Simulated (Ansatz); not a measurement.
Ideal-gas functions of `O[SiH]([S])Cl` radical at 600 K and 1 bar, from an Ansatz frequency run at PBE0-D4/def2-TZVP.

Molar mass 113.62 g/mol, point group C1 (symmetry number 1), electronic degeneracy 2, moments of inertia 118.16, 187.933, 280.441 u Å². Harmonic wavenumbers (cm⁻¹, unscaled): 138, 189, 282, 335, 511, 548, 750, 793, 882, 944, 2300, 3902.

Use S(trans) = R[1.5 ln M + 2.5 ln T − 1.1517]; rotational temperatures θ = 24.2544 K / I; S(rot) = R[ln(√π/σ · √(T³/θAθBθC)) + 1.5]; for each mode x = 1.438777 ν̃/T, S = R[x/(eˣ − 1) − ln(1 − e⁻ˣ)] and H = RT x/(eˣ − 1); 1 cm⁻¹ = 0.0119627 kJ/mol; R = 8.31446 J/(mol·K).

Problem. By hand: the entropy, in J/(mol·K).

Solution. Translation 182.4. Rotation: θ = 0.2053, 0.1291, 0.0865 K, giving 122.3. Vibration, mode by mode: 17.55, 14.97, 11.72, 10.36, 7.13, 6.62, 4.47, 4.12, 3.48, 3.10, 0.22, 0.01, in all 83.7. Electronic 5.8. Sum 394.2 J/(mol·K).

Problem. By hand: H − E and G − E in kJ/mol, counted from the electronic energy.

Solution. Zero-point energy ½ × 11574 × 0.0119627 = 69.2; thermal vibration 26.2; translation, rotation and pV give 4 RT = 20.0. H − E = 115.4 kJ/mol, and G − E = 115.4 − 600 × 394.2/1000 = -121.1 kJ/mol.

Vibration gives 21 % of the entropy, 17.5 J/(mol·K) of it from the mode under 150 cm⁻¹: soft modes count most, and the harmonic formula is weakest for them. The sum counts one conformer and one mirror image; others add a mixing term.
